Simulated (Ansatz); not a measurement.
Consider the formal hydrolysis of the Si–C bond: `F[SiH2]C[SiH](F)F` + H₂O → `O[SiH](F)F` + `C[SiH2]F`.

Isolated molecules relaxed with PBE0-D4/def2-TZVP in Ansatz; ΔE leaves out vibrations. CCSD(T)/CBS adds triple-zeta CCSD(T) − MP2 to the extrapolated MP2 energy (def2 sets, frozen cores). This one scheme is used for every species. Functionals use def2-TZVPP. B3LYP here is the variant with VWN-RPA as its local correlation; programs differ in this. HSE06 is defined as in plane-wave codes. One conformer a species, not always the lowest.

```tsv
level	ΔE (kJ/mol)	difference from CCSD(T)/CBS
LDA (SPW92)	-103.8	1.1
PBE-D4	-97.8	7.1
revPBE-D4	-95.4	9.5
BLYP-D4	-106.3	-1.4
r2SCAN-D4	-109.2	-4.3
B97M-V	-112.4	-7.5
PBE0-D4	-100.7	4.2
B3LYP-D4	-108.7	-3.8
r2SCANh-D4	-109.4	-4.5
r2SCAN0-D4	-109.8	-4.9
HSE06-D4	-100.7	4.2
BHLYP-D4	-113.0	-8.1
CAM-B3LYP-D4	-113.5	-8.6
ωB97X-V	-107.3	-2.4
ωB97M-V	-107.1	-2.2
B2PLYP	-115.3	-10.4
PBE-QIDH	-107.8	-2.9
PBE	-103.1	1.8
revPBE	-103.4	1.5
BLYP	-116.2	-11.3
r2SCAN	-110.8	-5.9
PBE0	-105.5	-0.6
r2SCANh	-111.1	-6.2
HSE06	-105.5	-0.6
BHLYP	-121.3	-16.4
LC-ωPBE	-107.0	-2.1
RPA@PBE/def2-TZVPP	-105.2	-0.3
HF/def2-SVP	-117.7	-12.8
MP2/def2-SVP	-108.6	-3.7
CCSD(T)/def2-SVP	-106.4	-1.5
HF/def2-TZVPP	-128.6	-23.7
MP2/def2-TZVPP	-108.5	-3.6
SCS-MP2/def2-TZVPP	-112.2	-7.3
CCSD/def2-TZVPP	-110.5	-5.6
CCSD(T)/def2-TZVPP	-107.9	-3.0
MP2/def2-QZVPP	-107.1	-2.2
SCS-MP2/def2-QZVPP	-110.9	-6.0
HF/CBS(def2)	-129.3	-24.4
MP2/CBS(def2)	-105.6	-0.7
CCSD/CBS(def2)	-107.6	-2.7
CCSD(T)/CBS	-104.9	0
```

Largest T1 diagnostic among the species: 0.012.

The D4 term adds +8.4 kJ/mol with B3LYP and +4.9 kJ/mol with PBE0; it sums over pairs of atoms, weighted by their polarisabilities, and B3LYP, whose exchange is more repulsive, gets the larger term. In def2-TZVPP, CCSD(T) changes the Hartree–Fock value by +20.7 kJ/mol (the triples alone add +2.7 kJ/mol) and MP2 by +20.0 kJ/mol.
